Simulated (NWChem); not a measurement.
System: SiHOI, singlet; SMILES I[Si]O

Here is an NWChem input.

```
start job
memory heap 200 mb stack 900 mb global 1100 mb
geometry units angstroms noautoz
  Si     0.602792     1.571528     0.000000
  I      0.036656    -0.857486     0.000000
  O     -0.935115     2.208156     0.000000
  H     -0.970902     3.173505     0.000000
end
basis spherical
  * library def2-svp
end
ecp
  I library def2-ecp
end
dft
  xc scan
  grid fine
  iterations 150
  mulliken
end
task dft gradient
```

Output (shortened):

```
             Northwest Computational Chemistry Package (NWChem) 7.3.0
             --------------------------------------------------------

 CS  symmetry detected

                             Geometry "geometry" -> ""
                             -------------------------

 Output coordinates in angstroms (scale by  1.889725989 to convert to a.u.)

  No.       Tag          Charge          X              Y              Z
 ---- ---------------- ---------- -------------- -------------- --------------
    1 Si                  14.0000     0.66855947     1.57006082     0.00000000
    2 I                   53.0000    -0.03597746    -0.82247898     0.00000000
    3 O                    8.0000    -0.83029703     2.29385800     0.00000000
    4 H                    1.0000    -0.81065075     3.25967032     0.00000000

 Effective nuclear repulsion energy (a.u.)     277.2371080116

      Symmetry information
      --------------------

 Group name             Cs
 Group number              2
 Group order               2
 No. of unique centers     4

                                 NWChem DFT Module
                                 -----------------

 Summary of "ao basis" -> "ao basis" (spherical)
 ------------------------------------------------------------------------------
       Tag                 Description            Shells   Functions and Types
 ---------------- ------------------------------  ------  ---------------------
 Si                         def2-svp                 8       18   4s3p1d
 I                          def2-svp                10       26   4s4p2d
 O                          def2-svp                 6       14   3s2p1d
 H                          def2-svp                 3        5   2s1p

      Symmetry analysis of basis
      --------------------------

        a'         45
        a"         18

            General Information
            -------------------
          SCF calculation type: DFT
          Wavefunction type:  closed shell.
          No. of atoms     :     4
          No. of electrons :    48
           Alpha electrons :    24
            Beta electrons :    24
          Charge           :     0
          Spin multiplicity:     1
          Use of symmetry is: on ; symmetry adaption is: on
          Maximum number of iterations: 150
          AO basis - number of functions:    63
                     number of shells:    27
          Convergence on energy requested:  1.00D-06
          Convergence on density requested:  1.00D-05
          Convergence on gradient requested:  5.00D-04

              XC Information
              --------------
                         SCAN Method XC Functional
                  SCAN metaGGA Exchange Functional  1.000
                        SCAN Correlation Potential  1.000

             Grid Information
             ----------------
          Grid used for XC integration:  fine
          Radial quadrature: Mura-Knowles
          Angular quadrature: Lebedev.
          Tag              B.-S. Rad. Rad. Pts. Rad. Cut. Ang. Pts.
          ---              ---------- --------- --------- ---------
          Si                  1.10      123           9.0       770
          I                   1.40      141          11.0       974
          O                   0.60       70          10.0       590
          H                   0.35       60          12.0       590
          Grid pruning is: on
          Number of quadrature shells:   394
          Spatial weights used:  Erf1

      Superposition of Atomic Density Guess
      -------------------------------------

 Sum of atomic energies:        -711.05609709

      Non-variational initial energy
      ------------------------------

 Total energy =    -661.027498
 1-e energy   =   -1327.785095
 2-e energy   =     513.115651
 HOMO         =      -0.254285
 LUMO         =      -0.032380

      Symmetry analysis of molecular orbitals - initial
      -------------------------------------------------

  Numbering of irreducible representations:

     1 a'          2 a"

  Orbital symmetries:

     1 a'          2 a'          3 a'          4 a'          5 a'
     6 a'          7 a"          8 a'          9 a'         10 a"
    11 a'         12 a'         13 a"         14 a'         15 a"
    16 a'         17 a'         18 a'         19 a'         20 a"
    21 a'         22 a"         23 a'         24 a'         25 a"
    26 a'         27 a'         28 a'         29 a'         30 a'
    31 a'         32 a"         33 a'         34 a"

     ---------------------------------------------
      Total Density - Mulliken Population Analysis
     ---------------------------------------------

    Atom       Charge   Shell Charges
 -----------   ------   -------------------------------------------------------
    1 Si  14    13.09   2.00  1.99  1.23  0.65  5.93  0.59  0.55  0.14
    2 I   25    25.47   1.83  0.22  1.24  0.67  2.92  3.14  2.69  2.75  9.82  0.19
    3 O    8     8.78   1.99  1.11  0.63  3.09  1.95  0.00
    4 H    1     0.65   0.52  0.08  0.06

   convergence    iter        energy       DeltaE   RMS-Dens  Diis-err
 ---------------- ----- ----------------- --------- --------- ---------
 d= 0,ls=0.0,diis     1   -662.9300289098 -8.17D+02  2.57D-02  5.56D-01
 d= 0,ls=0.0,diis     2   -662.6187974689  3.11D-01  1.70D-02  3.18D+00
 d= 0,ls=0.0,diis     3   -663.0002146680 -3.81D-01  5.99D-03  4.13D-02
 d= 0,ls=0.0,diis     4   -663.0001637755  5.09D-05  3.66D-03  3.05D-02
 d= 0,ls=0.0,diis     5   -663.0062855785 -6.12D-03  3.33D-04  4.53D-04
  Resetting Diis
 d= 0,ls=0.0,diis     6   -663.0063554130 -6.98D-05  5.77D-05  5.37D-06
 d= 0,ls=0.0,diis     7   -663.0063563729 -9.60D-07  2.72D-05  2.35D-07
 d= 0,ls=0.0,diis     8   -663.0063562813  9.15D-08  1.55D-05  8.07D-07
 d= 0,ls=0.0,diis     9   -663.0063564248 -1.43D-07  2.50D-06  3.06D-08

         Total DFT energy =     -663.006356424787
      One electron energy =    -1329.670459643401
           Coulomb energy =      565.214453670542
    Exchange-Corr. energy =      -52.192296754933
 Nuclear repulsion energy =      153.641946303005

 Numeric. integr. density =       47.999999853326

                  Occupations of the irreducible representations
                  ----------------------------------------------

                     irrep           alpha         beta
                     --------     --------     --------
                     a'               18.0         18.0
                     a"                6.0          6.0

                       DFT Final Molecular Orbital Analysis
                       ------------------------------------

 Vector   22  Occ=2.000000D+00  E=-2.551756D-01  Symmetry=a"
              MO Center= -1.8D-02, -5.5D-01, -8.4D-15, r^2= 2.5D+00
   Bfn.  Coefficient  Atom+Function         Bfn.  Coefficient  Atom+Function
  ----- ------------  ---------------      ----- ------------  ---------------
    31      0.581116  2 I  pz                34      0.513588  2 I  pz
    28     -0.236161  2 I  pz                25     -0.190960  2 I  pz
    50     -0.143841  3 O  pz                53     -0.118641  3 O  pz
    13      0.094934  1 Si pz                10      0.080610  1 Si pz
    15     -0.049789  1 Si d -1               7     -0.042031  1 Si pz

 Vector   23  Occ=2.000000D+00  E=-2.497610D-01  Symmetry=a'
              MO Center=  1.2D-01, -3.7D-01,  1.2D-14, r^2= 3.0D+00
   Bfn.  Coefficient  Atom+Function         Bfn.  Coefficient  Atom+Function
  ----- ------------  ---------------      ----- ------------  ---------------
    29      0.451591  2 I  px                32      0.388160  2 I  px
    30     -0.346933  2 I  py                33     -0.292836  2 I  py
    26     -0.183144  2 I  px                 4      0.154408  1 Si s
    23     -0.148050  2 I  px                27      0.138123  2 I  py
    11      0.134182  1 Si px                 8      0.129932  1 Si px

 Vector   24  Occ=2.000000D+00  E=-2.275071D-01  Symmetry=a'
              MO Center=  4.4D-01,  7.5D-01, -9.9D-15, r^2= 4.3D+00
   Bfn.  Coefficient  Atom+Function         Bfn.  Coefficient  Atom+Function
  ----- ------------  ---------------      ----- ------------  ---------------
     4      0.412766  1 Si s                 29     -0.371877  2 I  px
    32     -0.351858  2 I  px                 3      0.336052  1 Si s
    48     -0.235002  3 O  px                30     -0.225249  2 I  py
     2      0.211343  1 Si s                  8      0.206336  1 Si px
    33     -0.196380  2 I  py                51     -0.184951  3 O  px

 Vector   25  Occ=0.000000D+00  E=-1.099133D-01  Symmetry=a"
              MO Center=  5.5D-01,  1.4D+00, -1.3D-13, r^2= 3.1D+00
   Bfn.  Coefficient  Atom+Function         Bfn.  Coefficient  Atom+Function
  ----- ------------  ---------------      ----- ------------  ---------------
    13      0.686386  1 Si pz                10      0.427210  1 Si pz
    50     -0.247756  3 O  pz                34     -0.243394  2 I  pz
    53     -0.244363  3 O  pz                 7     -0.214367  1 Si pz
    31     -0.201498  2 I  pz                28      0.080195  2 I  pz
    25      0.063931  2 I  pz                41      0.057685  2 I  d -1

 Vector   26  Occ=0.000000D+00  E=-3.112506D-02  Symmetry=a'
              MO Center=  5.4D-01,  1.1D+00,  3.6D-16, r^2= 4.6D+00
   Bfn.  Coefficient  Atom+Function         Bfn.  Coefficient  Atom+Function
  ----- ------------  ---------------      ----- ------------  ---------------
    12      0.969927  1 Si py                33      0.622220  2 I  py
    22      0.413701  2 I  s                  9      0.374941  1 Si py
     3     -0.313993  1 Si s                 30      0.251122  2 I  py
    32      0.248080  2 I  px                21      0.206821  2 I  s
     6     -0.189748  1 Si py                29      0.140521  2 I  px

 Vector   27  Occ=0.000000D+00  E= 5.998721D-03  Symmetry=a'
              MO Center=  1.2D-01,  1.7D+00,  1.3D-14, r^2= 4.7D+00
   Bfn.  Coefficient  Atom+Function         Bfn.  Coefficient  Atom+Function
  ----- ------------  ---------------      ----- ------------  ---------------
    11      0.794062  1 Si px                47      0.770017  3 O  s
    60     -0.477116  4 H  s                  4     -0.416944  1 Si s
    33      0.353653  2 I  py                 8      0.261978  1 Si px
    46      0.207333  3 O  s                  3     -0.185348  1 Si s
    59     -0.182587  4 H  s                 51      0.152137  3 O  px

     ---------------------------------------------
      Total Density - Mulliken Population Analysis
     ---------------------------------------------

    Atom       Charge   Shell Charges
 -----------   ------   -------------------------------------------------------
    1 Si  14    13.62   2.00  1.99  1.28  0.57  5.92  0.91  0.74  0.21
    2 I   25    25.22   1.83  0.22  1.33  0.59  2.93  3.12  2.66  2.51  9.78  0.25
    3 O    8     8.37   1.99  1.09  0.65  2.86  1.77  0.01
    4 H    1     0.78   0.66  0.05  0.07

     -------------------------------------------
      Total Density - Lowdin Population Analysis
     -------------------------------------------

    Atom       Charge   Shell Charges
 -----------   ------   -------------------------------------------------------
    1 Si  14    13.80   2.00  1.96  0.98  0.70  5.80  1.02  1.03  0.31
    2 I   25    25.10   1.25  0.73  1.07  0.82  2.77  3.19  2.55  2.67  9.47  0.57
    3 O    8     8.19   1.97  0.90  0.61  2.70  2.00  0.01
    4 H    1     0.91   0.55  0.18  0.18

     Multipole analysis of the density
     ---------------------------------

     L   x y z        total         alpha         beta         nuclear
     -   - - -        -----         -----         ----         -------
     0   0 0 0     -0.000000    -24.000000    -24.000000     48.000000

     1   1 0 0      0.058758     -0.922447     -0.922447      1.903651
     1   0 1 0      1.110899    -21.204189    -21.204189     43.519277
     1   0 0 1     -0.000000     -0.000000     -0.000000      0.000000

     2   2 0 0    -35.939145    -40.221346    -40.221346     44.503546
     2   1 1 0     -0.687594      4.019772      4.019772     -8.727138
     2   1 0 1     -0.000000     -0.000000     -0.000000      0.000000
     2   0 2 0    -25.835157   -198.867883   -198.867883    371.900609
     2   0 1 1     -0.000000     -0.000000     -0.000000      0.000000
     2   0 0 2    -33.109843    -16.554922    -16.554922      0.000000

            General Information
            -------------------
          SCF calculation type: DFT
          Wavefunction type:  closed shell.
          No. of atoms     :     4
          No. of electrons :    48
           Alpha electrons :    24
            Beta electrons :    24
          Charge           :     0
          Spin multiplicity:     1
          Use of symmetry is: on ; symmetry adaption is: on
          Maximum number of iterations: 150
          AO basis - number of functions:    63
                     number of shells:    27
          Convergence on energy requested:  1.00D-06
          Convergence on density requested:  1.00D-05
          Convergence on gradient requested:  5.00D-04

              XC Information
              --------------
                         SCAN Method XC Functional
                  SCAN metaGGA Exchange Functional  1.000
                        SCAN Correlation Potential  1.000

             Grid Information
             ----------------
          Grid used for XC integration:  fine
          Radial quadrature: Mura-Knowles
          Angular quadrature: Lebedev.
          Tag              B.-S. Rad. Rad. Pts. Rad. Cut. Ang. Pts.
          ---              ---------- --------- --------- ---------
          Si                  1.10      123           9.0       770
          I                   1.40      141          11.0       974
          O                   0.60       70          10.0       590
          H                   0.35       60          12.0       590
          Grid pruning is: on
          Number of quadrature shells:   394
          Spatial weights used:  Erf1

          Convergence Information
          -----------------------
          Convergence aids based upon iterative change in
          total energy or number of iterations.
          Levelshifting, if invoked, occurs when the
          HOMO/LUMO gap drops below (HL_TOL):  1.00D-02
          DIIS, if invoked, will attempt to extrapolate
          using up to (NFOCK): 10 stored Fock matrices.

                    Damping( 0%)  Levelshifting(0.5)       DIIS
                  --------------- ------------------- ---------------
          dE  on:    start            ASAP                start
          dE off:    2 iters        150 iters           150 iters

                            NWChem DFT Gradient Module
                            --------------------------

  charge          =   0.00
  wavefunction    = closed shell

  Using symmetry

                         DFT ENERGY GRADIENTS

    atom               coordinates                        gradient
                 x          y          z           x          y          z
   1 Si      1.263394   2.966985   0.000000   -0.001698  -0.000514   0.000000
   2 I      -0.067988  -1.554260   0.000000    0.000366   0.000781   0.000000
   3 O      -1.569034   4.334763   0.000000    0.001450   0.002359   0.000000
   4 H      -1.531908   6.159884   0.000000   -0.000117  -0.002626   0.000000
```

Level: SCAN/def2-SVP with def2 effective core potentials on I. Low-valent species are run as closed-shell singlets; no triplet was tried in these runs. Coordinates come from a PBE0/def2-SVP optimisation. def2 effective core potentials on I; no spin-orbit coupling.
